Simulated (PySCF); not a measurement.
Ionisation energy of Os⁺ by level of theory

Os⁺ [Xe] 4f14 5d6 6s1 (6D) → Os²⁺ [Xe] 4f14 5d6 (5D), as a difference of total energies. Computed with PySCF 2.14 in ANO-RCC-VTZP (8s7p5d3f2g1h, 104 functions), with scalar relativity by spin-free X2C-1e. The calculations carry no spin-orbit coupling.

```
method  ionisation energy (eV)
   UHF                  16.048
 B97-3                  17.055
revPBE                  17.569
 M06-L                  16.887
```

The reference lies between the lowest fine-structure levels, while these numbers refer to the centres of the terms.

For comparison: 17 ± 1 eV (semi-empirical (NIST evaluation); NIST Atomic Spectra Database, ionization energies).
